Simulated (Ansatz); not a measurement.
Cost and result up the ladder for Mg₆S₅F₂ (13 atoms). Total charge 0; singlet. Geometry: PBE-D4/def2-SVP.

```xyz
13

Mg    1.2915    0.7900    2.1668
S     2.0106    1.5762   -0.1548
S     1.3304   -1.6464    2.1619
Mg    1.6334   -1.0366   -0.1821
Mg    0.8595    0.8996   -2.3320
S     0.8873   -1.5345   -2.4524
S    -1.0456    1.4099    2.4649
Mg   -1.0659   -0.9929    1.6677
Mg   -0.6037    1.8435    0.1029
S    -1.4892    1.5223   -2.1500
Mg   -1.3684   -0.9163   -1.4804
F    -2.1701   -1.7036    0.1669
F    -0.2697   -0.2111    0.0206
```

Ansatz on 4 threads of Arm Neoverse V1 on a shared host. Times are rough, and most runs start from the orbitals of an earlier one. PBE0-D4/def2-TZVP serves as the yardstick here, not as an exact answer. Differences are given only for rows in sets of like size (and for xTB, whose basis is part of the method), since another set adds its own error. Binding counts from free atoms at the same level (Mg singlet, S triplet, F doublet; other spins of the atoms weren't run), without zero-point energy or a counterpoise term.

B3LYP takes the VWN-RPA correlation. Correlated methods freeze 33 core orbitals; core or outer-core shells of Mg are correlated, in sets that lack core-valence functions. The rows differ in basis, and correlated rows in double-zeta sets carry the largest basis error.

Correlated methods converge slowly with the basis, most of all in double-zeta sets.

```tsv
level	functions	binding energy per atom (eV)	difference from PBE0-D4/def2-TZVP (eV)
RPA@PBE/def2-SVP	226	2.94	–
B3LYP-D4/def2-TZVP	439	3.30	-0.11
BHLYP-D4/def2-TZVP	439	3.24	-0.17
PBE-D4/def2-TZVP	439	3.45	0.04
PBE0-D4/def2-TZVP (with forces)	439	3.41	0.00
PBE-D4/def2-SVP	226	3.54	–
PBE0-D4/def2-SVP	226	3.49	–
HF/6-31G	161	2.22	–
B3LYP-D4/6-31G	161	3.07	–
r2SCAN-D4/def2-TZVP	439	3.55	0.14
MP2/def2-SVP	226	3.39	–
```

**Question.** Estimate how long each takes.

**Answer.** HF/6-31G 3.4 s; PBE-D4/def2-SVP 8.5 s; B3LYP-D4/6-31G 9 s; MP2/def2-SVP 10 s; PBE0-D4/def2-SVP 15 s; RPA@PBE/def2-SVP 16 s; PBE-D4/def2-TZVP 18 s; B3LYP-D4/def2-TZVP 39 s; r2SCAN-D4/def2-TZVP 43 s; BHLYP-D4/def2-TZVP 47 s; PBE0-D4/def2-TZVP (with forces) 49 s. On shared hardware such times vary by a factor of up to 3.
